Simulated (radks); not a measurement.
Effect of the nuclear size on the argon ion Ar2+, [Ne] 3s2 3p4. All-electron calculation, Dirac Kohn-Sham, LDA (Slater exchange, Perdew-Wang correlation), spin-unpolarised, spherical densities, finite nucleus; open shells are shared between the two j in proportion to 2j + 1; Fermi nuclear charge, rms radius 3.4274 fm. Program: a radial shooting solver on a logarithmic mesh with Libxc functionals. The rms radius is varied about that value; shifts are against it.

rms radius (fm)  total energy shift (eV)  density at nucleus (e/bohr^3)  1s1/2 shift (meV)  2s1/2 shift (meV)
2.8893                          -0.00535                           4324              -2.25             -0.169
3.1875                          -0.00250                           4315              -1.05             -0.079
3.4274                                 0                           4309              0.000              0.000
3.5953                           0.00185                           4304              0.780              0.058
4.226                            0.00958                           4290               4.03              0.302

Slopes of the eigenvalues against <r^2> in GHz/fm^2, as finite differences over the two radii next to the reference (eigenvalue slopes, not the field-shift constants of lines): 1s1/2 160, 2s1/2 12.0.
